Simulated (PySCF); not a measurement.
B(F)(Cl)(OEt) (C2H5BClFO), SMILES O(CC)B(Cl)F.

The structure is a stationary point at PBE-D3(BJ)/def2-SVP. This is a generated structure with no PubChem entry under its InChIKey; it may be hypothetical. Other conformers were not sampled.

Computed with PBE0/def2-TZVP (PySCF).

The molecule is in vacuum.

```json
{
  "total_energy": "-739.16352 hartree",
  "highest_occupied_level": "-9.21 eV",
  "lowest_empty_level": "0.46 eV",
  "orbital_gap": "9.66 eV",
  "dipole_moment": "2.58 D",
  "quadrupole, principal values (traceless, Buckingham form, about the centre of nuclear charge)": "-4.06, 1.88, 2.18 D·Å",
  "mean_static_polarisability": "53.4 bohr³ (7.92 Å³)",
  "polarisability_principal_values": "45.2, 53.3, 61.8 bohr³"
}
```
